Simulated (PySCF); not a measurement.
Isomers C$_{4}$H$_{9}$FO$_{2}$Si:

A. `CO[Si@@H](C=O)[C@@H](C)F`
B. `COC[SiH2]O/C=C\F`
C. `CO[C@@H](F)[SiH]1COC1`

Spectrum 1. $^{1}$H NMR (400 MHz, computed): δ 6.60 (m, 1H), 5.81 (m, 1H), 5.55 (t, 2H), 3.76 (t, 2H), 3.38 (s, 3H). $^{13}$C{$^{1}$H} NMR (computed): δ 144.2 (CH), 134.4 (CH), 65.7 (CH2), 63.4 (CH3).

Spectrum 2. $^{1}$H NMR (400 MHz, computed): δ 12.26 (m, 1H), 4.81 (m, 1H), 4.80 (m, 1H), 4.15 (s, 3H), 1.49 (m, 3H). $^{13}$C{$^{1}$H} NMR (computed): δ 253.7 (CH), 92.8 (CH), 55.1 (CH3), 19.6 (CH3).

Spectrum 3. $^{1}$H NMR (400 MHz, computed): δ 5.98 (m, 1H), 5.30 (m, 1H), 4.82 (m, 1H), 4.70 (m, 1H), 4.62 (m, 1H), 4.59 (m, 1H), 3.78 (s, 3H). $^{13}$C{$^{1}$H} NMR (computed): δ 119.8 (CH), 69.7 (CH2), 69.6 (CH2), 60.0 (CH3).

All values are calculated (PySCF): geometry from GFN2-xTB, shieldings: GIAO PBE0/pcSseg-1. One computed conformer, averaged over atoms made equivalent by symmetry, fast rotation or ring inversion, isolated molecule, non-relativistic.

References, each an isolated molecule treated in the same way: $^{1}$H and $^{13}$C vs TMS. Splittings of carbon signals by F and P are missing where no couplings were computed. Where no couplings were computed, multiplicities follow the n + 1 count of equivalent neighbours, and m marks all less simple cases (inequivalent or close neighbours, rings, F or P nearby). Shifts are as computed. Against solution values, carbons near 30 ppm lie about +3 ppm off and those near 130 ppm about +5 ppm. Of 1309 compounds with measured shifts, 239 miss one by over three times the rms of a fit or turn the order of signals round; such compounds aren't used in these exercises.

Task: Which spectrum belongs to which compound?

Result: 1–B, 2–A, 3–C.

- Spectrum 1 (B): 4 $^{13}$C signals; δC 134.4 is an alkene carbon bearing oxygen; δC 65.7 is an sp3 CH2 bonded to O and Si.
- Spectrum 2 (A): 4 $^{13}$C signals; δC 92.8 is an sp3 CH bonded to F and Si; δC 55.1 is a methyl carbon bonded to O.
- Spectrum 3 (C): 4 $^{13}$C signals; δC 119.8 is an sp3 CH bonded to F and O and Si; δC 69.7 is an sp3 CH2 bonded to O and Si.
